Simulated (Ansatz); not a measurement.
```yaml
crystal:
  periodic: [false, false, false]
  atoms:
    - {symbol: C, position_ang: [-1.983991, -0.599011, 1.068024]}
    - {symbol: C, position_ang: [-1.642680, 0.668697, 1.827027]}
    - {symbol: C, position_ang: [-2.765243, 1.687569, 1.732595]}
    - {symbol: N, position_ang: [-0.426988, 1.265854, 1.270263]}
    - {symbol: Sn, position_ang: [1.262521, 0.199733, 1.186061]}
    - {symbol: Cl, position_ang: [2.924511, 1.836196, 1.114334]}
    - {symbol: Cl, position_ang: [1.551305, -1.126795, 3.084093]}
    - {symbol: N, position_ang: [1.435548, -1.106788, -0.317710]}
    - {symbol: C, position_ang: [1.821625, -0.641703, -1.651548]}
    - {symbol: C, position_ang: [0.846032, 0.417762, -2.126277]}
    - {symbol: C, position_ang: [1.839590, -1.835659, -2.590342]}
    - {symbol: H, position_ang: [-2.131819, -0.379688, 0.007739]}
    - {symbol: H, position_ang: [-1.193297, -1.352082, 1.147390]}
    - {symbol: H, position_ang: [-2.896883, -1.047064, 1.464998]}
    - {symbol: H, position_ang: [-1.509663, 0.404923, 2.887307]}
    - {symbol: H, position_ang: [-3.688980, 1.282297, 2.152006]}
    - {symbol: H, position_ang: [-2.518818, 2.597896, 2.285816]}
    - {symbol: H, position_ang: [-2.943103, 1.959186, 0.689153]}
    - {symbol: H, position_ang: [-0.236811, 2.170076, 1.687504]}
    - {symbol: H, position_ang: [2.006682, -1.890401, -0.021665]}
    - {symbol: H, position_ang: [2.828838, -0.197931, -1.644706]}
    - {symbol: H, position_ang: [-0.169367, 0.014873, -2.154554]}
    - {symbol: H, position_ang: [0.840295, 1.295294, -1.471653]}
    - {symbol: H, position_ang: [1.115159, 0.763354, -3.126197]}
    - {symbol: H, position_ang: [2.137471, -1.530029, -3.595986]}
    - {symbol: H, position_ang: [2.548246, -2.594972, -2.248707]}
    - {symbol: H, position_ang: [0.847921, -2.291887, -2.641466]}
basis:
  gaussian: {orbitals: cc-pVTZ-PP}
hamiltonian: {xc: {name: B2GP-PLYP}}
accuracy: high
```

```sh
$ ansatz run in.yaml --threads 11 --pin off --events-out ev --progress --plain --max-ram 110592MiB --backend cpu
```

It prints (some lines left out):

```
Functional definition: B2GP-PLYP
Error: <dir> the basis set cc-pVTZ-PP has no functions for C
```

(1) What is wrong with this run?

## Answers

(1) The basis set is misnamed or doesn't suit the job. The program refused the input.
